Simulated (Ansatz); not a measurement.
Reaction (formal exchange of groups at a B–I bond): `BI` + `C=CSC` → `BC(=C)SC` + HI

Program: Ansatz. Geometries: PBE0-D4/def2-TZVP. ΔE: electronic, gas phase. CCSD(T)/CBS is the MP2 limit (def2-TZVPP, def2-QZVPP) plus CCSD(T) − MP2 in def2-TZVPP, frozen cores. Functionals use def2-TZVPP. Elements past krypton have def2 core potentials. For I outer-core shells are correlated without core-valence functions, which leaves a few kJ/mol of doubt a bond. One conformer a species, not always the lowest.

(1) Is it downhill or uphill in electronic energy at CCSD(T)/CBS, and by how much? (An estimate is asked.)

(2) What do these levels give: ωB97X-V, B2PLYP, PBE, MP2/def2-TZVPP, MP2/def2-QZVPP, CCSD/CBS(def2)? (An estimate is asked.)

Largest T1 diagnostic among the species: 0.012.

## Answers

(1) Ansatz gave: Uphill: ΔE = +49.9 kJ/mol.

(2) Computed: ωB97X-V 46.5, B2PLYP 50.1, PBE 50.9, MP2/def2-TZVPP 52.0, MP2/def2-QZVPP 52.9, CCSD/CBS(def2) 50.7 kJ/mol.

The D4 term adds −5.6 kJ/mol with B3LYP and −3.2 kJ/mol with PBE0; it sums over pairs of atoms, weighted by their polarisabilities, and B3LYP, whose exchange is more repulsive, gets the larger term.

B3LYP here is the variant with VWN-RPA as its local correlation; programs differ in this.
